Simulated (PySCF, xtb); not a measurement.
CH3Be, SMILES [Be][CH3], multiplicity 2.

Harmonic wavenumbers (cm⁻¹) from xtb with GFN2-xTB at its own minimum, in rising order: 472, 472, 732, 1349, 1523, 1523, 2948, 2948, 2976.

### Question
What does PySCF with TPSSh-D3(BJ)/def2-TZVPD give at its own minimum? (An estimate is asked for; the answer gives what the named calculation found.)

### Answer
573, 573, 850, 1218, 1443, 1443, 2994, 3065, 3065. Paired by order, the mean absolute difference is 96 cm⁻¹ and the zero-point energies are 21.4 and 21.8 kcal/mol.
